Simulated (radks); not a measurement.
Q: Radial electron density D(r) = 4 pi r^2 rho(r) of an atom or ion with 44 electrons. Calculated with a radial shooting solver on a logarithmic mesh with Libxc functionals: Dirac Kohn-Sham, AM05, spin-unpolarised, spherical densities, finite nucleus; Fermi nuclear charge, rms radius of each element as measured or else 0.836 A^(1/3) + 0.57 fm.

```
   r/bohr * D(r) (the largest magnitude, 68, reaches the edge; | marks zero)
 0.001145 |*
 0.001539 | *
 0.002053 |  *
  0.00276 |    *
 0.003682 |      *
  0.00495 |           *
 0.006602 |                *
 0.008876 |                        *
  0.01184 |                                *
  0.01592 |                                        *
  0.02123 |                                            *
  0.02854 |                                            *
  0.03807 |                                       *
  0.05118 |                                      *
  0.06826 |                                             *
  0.09178 |                                                      *
   0.1224 |                                                     *
   0.1646 |                                        *
   0.2195 |                                    *
   0.2951 |                                          *
   0.3936 |                                     *
   0.5292 |                   *
   0.7058 |          *
    0.949 |          *
    1.266 |        *
    1.702 |    *
     2.27 | *
    3.051 |*
     4.07 *
    5.472 *
    7.298 *
    9.812 *
```

What is the nuclear charge?

A: Z = 44. The innermost maximum, from 1s, lies near gamma/Z bohr with gamma = sqrt(1 - (Z/c)^2) = 0.947, here 0.0215 bohr (found: 0.0236), and its height grows with Z. The density is that of neutral ruthenium in [Kr] 4d7 5s1; the configuration itself is not fixed sharply by these data, and Z only to a few units. D(r) has 4 maxima, at r = 0.0236, 0.103, 0.317, 0.949 bohr, and minima at 0.0472, 0.206, 0.752 bohr, inside which lie 2.06, 11.12, 29.16 electrons.
